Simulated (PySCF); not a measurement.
A structure optimised at PBE0-D3(BJ)/def2-SVP, used in a PySCF frequency run:

```
C
H 1 1.0974
H 1 1.0974 2 108.90
C 1 1.5082 2 112.74 3 -125.90
H 4 1.0995 1 111.69 2 -178.72
H 4 1.0995 5 108.13 1 -123.29
H 4 1.1031 5 107.96 6 -116.57
I 1 2.1651 2 104.62 3 111.42
```

Write its SMILES, formula and point group.

CCI, C2H5I, Cs

What are its rotational constants (standard atomic weights)?

29.563, 2.9411, 2.7689 GHz
